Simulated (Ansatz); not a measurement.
Name a neutral molecule of B, C, N, O and H with size of the dipole moment (ωB97M-V/def2-TZVPP) between 1.60 and 1.90 D and size of the dipole moment (PBE/def2-TZVPP) between 1.75 and 2.05 D (Ansatz, PBE0-D4/def2-TZVP geometry).

`BC(O)C(=C)N` (1.83 D, 1.90 D); `CB1COC=N1` (1.72 D, 1.75 D). Other molecules can fit too; these were computed, each in one conformer that needn't be the lowest.
